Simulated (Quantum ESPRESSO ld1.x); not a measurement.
Co14+, 13 electrons, occupied as [Ne] 3s2 3p1 (the NIST ground configuration). Calculated with ld1.x of Quantum ESPRESSO 7.5: scalar-relativistic Kohn-Sham, relativistic LDA (MacDonald-Vosko exchange, VWN5 correlation), spin-unpolarised, spherical densities, point nucleus.

Radial electron density D(r) = 4 pi r^2 rho(r):

| r (bohr) | D(r) (e/bohr) |
|---|---|
| 0.005697 | 4.355 |
| 0.007127 | 6.255 |
| 0.008917 | 8.813 |
| 0.01107 | 11.99 |
| 0.01384 | 16.02 |
| 0.01732 | 20.64 |
| 0.02167 | 25.39 |
| 0.02711 | 29.54 |
| 0.03392 | 32.15 |
| 0.04243 | 32.41 |
| 0.05309 | 30.27 |
| 0.06641 | 26.95 |
| 0.08309 | 24.81 |
| 0.104 | 26.06 |
| 0.13 | 30.62 |
| 0.1627 | 35.04 |
| 0.2036 | 34.43 |
| 0.2547 | 26.94 |
| 0.3186 | 16.39 |
| 0.3954 | 9.190 |
| 0.4947 | 6.853 |
| 0.6189 | 6.314 |
| 0.7743 | 4.338 |
| 0.9687 | 1.777 |
| 1.212 | 0.3880 |
| 1.516 | 0.04000 |
| 1.897 | 0.001668 |

D(r) has 2 maxima, at r = 0.0389, 0.179 bohr, and minima at 0.0865 bohr, inside which lie 2.12 electrons.
